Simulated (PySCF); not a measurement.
# A small calculation by hand: dipole moment from atomic charges

Si(OH)3(SeH) (H4O3SeSi), SMILES O[Si](O)([SeH])O. Atoms are numbered in the order given.

```xyz
9

O     -1.0511     1.5892    -1.0251
Si    -0.7898     0.1669    -0.2318
O     -1.5984     0.2405     1.2001
O     -1.2982    -1.0016    -1.2881
Se     1.3334    -0.2621     0.4388
H     -1.0704     1.5310    -1.9851
H     -2.3467     0.8468     1.2071
H     -1.0619    -1.9043    -1.0530
H      1.7815    -0.5253    -0.9382
```

The structure is a stationary point at PBE0-D3(BJ)/def2-SVP. The values are those of a single conformer.

Charges (e) from PySCF with PBE/def2-TZVP:

| atom | ESP fit | Mulliken |
|---|---|---|
| O1 | -0.631 | -0.468 |
| Si2 | 0.624 | 0.565 |
| O3 | -0.547 | -0.462 |
| O4 | -0.592 | -0.461 |
| Se5 | -0.209 | -0.253 |
| H6 | 0.442 | 0.320 |
| H7 | 0.428 | 0.321 |
| H8 | 0.378 | 0.318 |
| H9 | 0.107 | 0.119 |

The dipole moment of the full density is 1.83 D.

**Question.** What dipole moment does each set of point charges give, and which comes closer to that of the density?

**Answer.** 
μ = Σ q r, and 1 e Å = 4.8032 D.
ESP fit: Σ q r = (-0.154, -0.119, -0.343) e Å, |μ| = 1.89 D.
Mulliken: Σ q r = (-0.176, -0.139, -0.417) e Å, |μ| = 2.27 D.
ESP fit comes closer in size. Point charges leave out the atoms' own dipoles (lone pairs, polarised bonds); fits to the potential absorb them, partitions of the density don't.
